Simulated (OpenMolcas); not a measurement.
## Ti3+: moving or changing the point charges

Ti3+ among 6 point charges of -2.2 e arranged as a trigonal antiprism (D3d), 2.03 Å from the ion, with a polar angle of 65.1° against the regular 54.74°. The active orbitals were held to one l.
```
   0.0000    1.8418    0.8536  -2.20
  -1.5951   -0.9209    0.8536  -2.20
   1.5951   -0.9209    0.8536  -2.20
   0.0000   -1.8418   -0.8536  -2.20
   1.5951    0.9209   -0.8536  -2.20
  -1.5951    0.9209   -0.8536  -2.20
```

* Program: OpenMolcas 26.06
* Method: CASSCF
* Basis: ANO-RCC-VTZP [6s5p3d2f1g]
* Scalar Hamiltonian: DKH2, point nucleus
* Active space: 1 electron in 5 orbitals (3d)
* State averaging: 2S+1 = 2 even, 5 roots
* Spin-orbit coupling: RASSI with atomic mean-field integrals over the reference wave functions

Runs around this geometry, states (labels of D3, the rotations of D3d). Energies in cm-1 above the lowest state or level, χT in cm3 K/mol.

```
R (Å)  Polar angle / regular  Ground state  First state of that spin  First gap with spin-orbit (degeneracies)  χT at 300 K
 2.03                   1.09           2A1                   2E 3212                               3220 (2, 2)        0.400
 1.85                   1.19           2A1                   2E 5930                               5900 (2, 2)        0.394
 2.03                   1.19           2A1                   2E 4205                               4169 (2, 2)        0.398
```

Taking the first state of the same spin as R^-n, n = -ln(4205 / 5930) / ln(2.03 / 1.85) = 3.7 between the shortest and longest distance.

This is an electrostatic model: the charges have no orbitals. No measured value stands beside these numbers.
